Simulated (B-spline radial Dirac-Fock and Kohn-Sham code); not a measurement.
Ti⁴⁺: photoemission with 184 eV photons

System: Ti⁴⁺ in the configuration [Ne] 3s2 3p6.

Input of the calculation (task.json; shells as n, l, electrons):

```json
{"items": [{
  "Z": 22,
  "q": 4,
  "cfg": [[1, 0, 2], [2, 0, 2], [2, 1, 6], [3, 0, 2], [3, 1, 6]],
  "A": 48,
  "rrms": 3.5921,
  "do": ["binding", "quiet", "photo"],
  "hv": [37.6, 43.3, 46.7, 51.4, 87.6, 124.0, 136.0, 168.0, 184.0, 220.0, 716.0, 878.0, 1440.0, 1490.0, 1820.0, 2400.0, 3690.0, 12500.0, 31800.0, 38300.0, 51200.0, 51700.0, 66300.0, 116000.0]
}]}
```

Run with: `python xray_run.py task.json out`

The computed values come from a B-spline atomic structure program: independent-particle photoionisation in a Dirac-Hartree-Slater potential with a Latter tail, all multipoles, thresholds from Dirac-Fock ΔSCF. The asymmetry parameter β is from the dipole term alone. Kinetic energies are from the vacuum level.

| subshell | electrons | binding (eV) | kinetic (eV) | σ (kb) | β |
| --- | --- | --- | --- | --- | --- |
| 3s | 2 | 129.5 | 54.49 | 273 | 2.00 |
| 3p1/2 | 2 | 98.78 | 85.22 | 345 | 1.44 |
| 3p3/2 | 4 | 98.05 | 85.95 | ? | ? |

Question: What are σ and β for 3p3/2?

Answer: σ = 699 kb, the largest of all subshells and 53 % of the total, and β = 1.44.

At such low photon energies correlation between channels can change these cross sections by tens of per cent.

Run: 1.2 s of CPU time on 1 thread of Intel(R) Xeon(R) 6975P-C (shared host), peak memory 0.31 GiB.
